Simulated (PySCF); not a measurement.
Assignment exercise: C₇H₁₄O

Molfile (atoms numbered from 1):
```
C7H14O
     RDKit          3D

 22 21  0  0  0  0  0  0  0  0999 V2000
    1.2904    1.4572   -0.5815 C   0  0  0  0  0  0  0  0  0  0  0  0
    0.7541    0.2677   -0.3550 C   0  0  0  0  0  0  0  0  0  0  0  0
    1.5805   -0.9780   -0.6047 C   0  0  0  0  0  0  0  0  0  0  0  0
    2.9667   -0.7492   -0.6773 O   0  0  0  0  0  0  0  0  0  0  0  0
   -0.6567    0.0499    0.1670 C   0  0  0  0  0  0  0  0  0  0  0  0
   -1.4950    1.3295    0.0786 C   0  0  0  0  0  0  0  0  0  0  0  0
   -0.5854   -0.3771    1.6410 C   0  0  0  0  0  0  0  0  0  0  0  0
   -1.3634   -1.0400   -0.6498 C   0  0  0  0  0  0  0  0  0  0  0  0
    0.7688    2.3829   -0.4277 H   0  0  0  0  0  0  0  0  0  0  0  0
    2.2972    1.5427   -0.9567 H   0  0  0  0  0  0  0  0  0  0  0  0
    1.3698   -1.7328    0.1670 H   0  0  0  0  0  0  0  0  0  0  0  0
    1.3120   -1.4063   -1.5757 H   0  0  0  0  0  0  0  0  0  0  0  0
    3.2414   -0.2925    0.1259 H   0  0  0  0  0  0  0  0  0  0  0  0
   -2.5202    1.1170    0.3745 H   0  0  0  0  0  0  0  0  0  0  0  0
   -1.5041    1.7125   -0.9388 H   0  0  0  0  0  0  0  0  0  0  0  0
   -1.1076    2.0984    0.7421 H   0  0  0  0  0  0  0  0  0  0  0  0
   -0.0442    0.3653    2.2239 H   0  0  0  0  0  0  0  0  0  0  0  0
   -1.5891   -0.4706    2.0494 H   0  0  0  0  0  0  0  0  0  0  0  0
   -0.0848   -1.3354    1.7542 H   0  0  0  0  0  0  0  0  0  0  0  0
   -0.8698   -2.0022   -0.5469 H   0  0  0  0  0  0  0  0  0  0  0  0
   -2.3902   -1.1496   -0.3070 H   0  0  0  0  0  0  0  0  0  0  0  0
   -1.3809   -0.7702   -1.7033 H   0  0  0  0  0  0  0  0  0  0  0  0
  1  2  2  0
  2  3  1  0
  3  4  1  0
  2  5  1  0
  5  6  1  0
  5  7  1  0
  5  8  1  0
  1  9  1  0
  1 10  1  0
  3 11  1  0
  3 12  1  0
  4 13  1  0
  6 14  1  0
  6 15  1  0
  6 16  1  0
  7 17  1  0
  7 18  1  0
  7 19  1  0
  8 20  1  0
  8 21  1  0
  8 22  1  0
M  END
```

- GFN2-xTB structure
- shielding tensors at PBE0/pcSseg-1 (GIAO)
- run in PySCF 2.14
- equivalent nuclei averaged, in vacuum, one computed conformer, no relativistic terms

References, each an isolated molecule treated in the same way: ¹³C and ¹H against TMS.

**Question.** Assign these signals to the numbered atoms. ¹³C{¹H} NMR (computed): δ 170.3 (C), 110.6 (CH2), 67.2 (CH2), 36.9 (C), 30.7 (CH3).

**Answer.** 
170.3 → C2, fully substituted alkene carbon
110.6 → C1, terminal =CH2 carbon: the olefinic region
67.2 → C3, allylic sp3 CH2 bonded to O: pulled downfield by the heteroatom
36.9 → C5, allylic quaternary sp3 carbon: aliphatic region, no heteroatom directly attached
30.7 → C6/C7/C8, methyl carbon: saturated and bonded to C and H only

**Question.** Assign these signals to the numbered atoms. ¹H NMR (400 MHz, computed): δ 5.65 (br s, 1H), 5.30 (br s, 1H), 4.51 (s, 2H), 1.10 (s, 9H), -0.11 (br s, 1H).

**Answer.** 
| δ (ppm) | atoms | environment | reason |
| --- | --- | --- | --- |
| 5.65 | H10 | hydrogen on a terminal =CH2 carbon | olefinic region |
| 5.30 | H9 | hydrogen on a terminal =CH2 carbon | – |
| 4.51 | H11/H12 | hydrogen on an allylic sp3 CH2 bonded to O | its carbon carries O, hence the downfield position |
| 1.10 | H14/H15/H16/H17/H18/H19/H20/H21/H22 | hydrogen on a methyl carbon | – |
| -0.11 | H13 | hydrogen on an alcohol oxygen | labile proton, position sensitive to the medium |

The OH or NH signal is concentration- and solvent-dependent in practice; the value given is the gas-phase one. Shifts are as computed. Against solution values, carbons near 30 ppm lie about +3 ppm off and those near 130 ppm about +5 ppm. Of 1211 compounds with measured shifts, 218 miss one by over three times the rms of a fit or turn the order of signals round; such compounds aren't used in these exercises. Multiplicities follow the n + 1 count of equivalent neighbours, as no J values were calculated; m marks all less simple cases, F and P coupling included.
